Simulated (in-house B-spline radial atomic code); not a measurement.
Ionisation energies with and without relativity, with size and susceptibility from the Dirac run. Dirac energy differences include first-order Breit, QED and recoil terms. NIST's values go from ground level to ground level; the uncertainty of those that are theory runs from under 0.1 % in few-electron ions to several per cent in heavy many-electron ones. Computed with a B-spline radial code for spherical atoms: non-relativistic Hartree-Fock and Dirac-Hartree-Fock, averages of the configuration (point nuclei without relativity, finite nuclei with it).

```
ion  configuration  configuration after  ionisation non-relativistic (eV)  ionisation Dirac Breit and QED (eV)  tabulated value (eV)  tabulated kind  radius at density 0.001 (bohr)  diamagnetic susceptibility (10⁻⁶ cm³/mol)
 Al   [Ne] 3s2 3p1             [Ne] 3s2                             5.498                                5.489              5.985769        measured                           4.599                                    -26.474
 Si   [Ne] 3s2 3p2         [Ne] 3s2 3p1                             7.115                                7.104               8.15168        measured                           4.464                                    -25.921
  P   [Ne] 3s2 3p3         [Ne] 3s2 3p2                             8.844                                8.830              10.48669        measured                           4.272                                    -24.629
  S   [Ne] 3s2 3p4         [Ne] 3s2 3p3                            10.694                               10.678              10.36001        measured                           4.075                                     -23.21
 Cl   [Ne] 3s2 3p5         [Ne] 3s2 3p4                            12.670                               12.651              12.96763        measured                           3.888                                     -21.84
 Ar   [Ne] 3s2 3p6         [Ne] 3s2 3p5                            14.775                               14.753              15.75961        measured                           3.716                                    -20.571
  K       [Ar] 4s1         [Ne] 3s2 3p6                             4.006                                4.020              4.340664        measured                           4.348                                    -40.347
 Ca       [Ar] 4s2             [Ar] 4s1                             5.120                                5.140              6.113156        measured                           5.146                                    -44.512
```
